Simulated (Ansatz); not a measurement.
One change: `F[Si](F)(Cl)N[SiH2]Cl` becomes `CC[Si](F)(F)Cl`.

Ansatz, PBE0-D4/def2-TZVP geometries, multiplicity 1. Each molecule was computed in one conformer, which needn't be the lowest.

| property | `F[Si](F)(Cl)N[SiH2]Cl` |
| --- | --- |
| size of the dipole moment (B3LYP/def2-TZVPP) / D | 2.04 |
| LUMO energy (ωB97M-V/def2-TZVPP) / eV | 1.60 |
| HOMO energy (B3LYP/def2-TZVPP) / eV | -8.61 |
| LUMO energy (B3LYP/def2-TZVPP) / eV | -0.28 |
| HOMO–LUMO gap (ωB97M-V/def2-TZVPP) / eV | 12.78 |
| HOMO energy (ωB97M-V/def2-TZVPP) / eV | -11.19 |

**Question.** What does the change do to each property? (Estimate.)

**Answer.** The calculation gave: 
```
                                        property  `CC[Si](F)(F)Cl`  shift
size of the dipole moment (B3LYP/def2-TZVPP) / D              2.38   0.34
           LUMO energy (ωB97M-V/def2-TZVPP) / eV              2.28   0.68
             HOMO energy (B3LYP/def2-TZVPP) / eV             -9.01  -0.40
             LUMO energy (B3LYP/def2-TZVPP) / eV              0.44   0.72
         HOMO–LUMO gap (ωB97M-V/def2-TZVPP) / eV             13.74   0.96
           HOMO energy (ωB97M-V/def2-TZVPP) / eV            -11.46  -0.27
```

With PBE0 the HOMO falls by 0.34 eV and the LUMO rises by 0.80 eV, so the gap widens by about 1.14 eV. PBE moves the HOMO by -0.40 eV and ωB97M-V by -0.27 eV. Dipoles are sizes alone; their direction can turn.

B3LYP here is the variant with VWN-RPA as its local correlation; programs differ in this.
